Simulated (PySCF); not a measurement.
## C₆ coefficients of unlike pairs at MN15

Calculated with PySCF 2.14 from the dipole response of each species, C₆(A,B) = (3/π) ∫ α_A(iu) α_B(iu) du, in atomic units, from isotropic polarisabilities. For ions this is the dispersion term alone; charge-induced terms of lower order in 1/R come first.

```csv
species,configuration,basis,relativity,α (bohr³),C₆ (like pair)
Ne³⁺,[He] 2s2 2p3 (4S),aug-cc-pVTZ-DK (5s4p3d2f),spin-free X2C,0.6897,0.5939
V³⁺,[Ar] 3d2 (3F),aug-cc-pVDZ (7s6p4d2f),none,1.981,4.718
Tl,[Xe] 4f14 5d10 6s2 6p1 (2P),aug-cc-pVTZ-DK3 (9s8p6d3f),spin-free X2C,72.93,755.0
Fe²⁺,[Ar] 3d6 (5D),def2-TZVPPD (6s6p4d2f1g),none,3.017,7.472
```

(1) Estimate C₆ for Fe²⁺ with Tl.

No spin-orbit coupling is included.

The other pairs:

```json
{"pair": "Fe²⁺, Ne³⁺", "C₆": "2.090"}
{"pair": "Fe²⁺, V³⁺", "C₆": "5.894"}
{"pair": "Tl, V³⁺", "C₆": "43.41"}
{"pair": "V³⁺, Ne³⁺", "C₆": "1.663"}
{"pair": "Tl, Ne³⁺", "C₆": "15.02"}
```

## Answers

(1) The integral gives 58.91. The combination rule 2 C_A C_B / (C_A α_B/α_A + C_B α_A/α_B) gives 53.26 and the geometric mean 75.11.
